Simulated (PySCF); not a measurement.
## Spinor energies of Br+ (bromine, charge +1)

Start: [Ar] 3d10 4s2 4p4; 4p1/2 filled at m_j = -1/2, +1/2; 4p3/2 filled at m_j = +1/2, +3/2. Calculated with PySCF 2.14 in x2c-TZVPall-2c (6s7p4d1f, 54 functions): generalised Hartree-Fock with the X2C-1e Hamiltonian and a Gaussian nucleus; one run each with spin-orbit coupling (SO) switched off, then screened by Boettger's factors.

```tsv
spinor shell	electrons	ε, spin-free (eV)	ε, screened SO (eV)	weight of nominal j (screened SO)	rms radius, screened SO (bohr)
1s1/2	2	-13568.8	-13568.3	1.000	0.0492
2s1/2	2	-1837.1	-1836.9	1.000	0.205
2p1/2	2	-1616.3	-1648.9	1.000	0.180
2p3/2	4	-1616.3	-1600.6	1.000	0.184
3s1/2	2	-288.63	-288.54	1.000	0.588
3p1/2	2	-216.51	-221.51	0.999	0.600
3p3/2	4	-216.51	-214.00	0.999	0.611
3d3/2	4	-96.986	-97.639	0.982	0.649
3d5/2	6	-96.986	-96.417	0.988	0.651
4s1/2	2	-37.500	-37.466	0.999	1.78
4p3/2	2	-22.874	-23.539	0.815	2.10
4p1/2	2	-22.874	-22.260	0.718	2.12
```

| quantity | spin-free | screened SO |
| --- | --- | --- |
| E (hartree) | -2603.94381 | -2604.09091 |
| M_J | 2 | 2 |
| ⟨J²⟩ | 6.011 | 6.017 |
| ⟨L²⟩ | 2.008 | 2.113 |
| ⟨S²⟩ | 2.003 | 1.956 |

Each row is a mean over spinors that exchange with the open shell spreads, by up to 5.950 eV (4s1/2).

Rows whose weight is well below 1 are mixtures of j = l ± 1/2: exchange outweighs spin-orbit coupling there, and the label is only the starting occupation.

Without spin-orbit coupling the j labels of p, d and f shells carry no meaning; the spin-free column gives the mean over the occupied spinors of each nl shell.
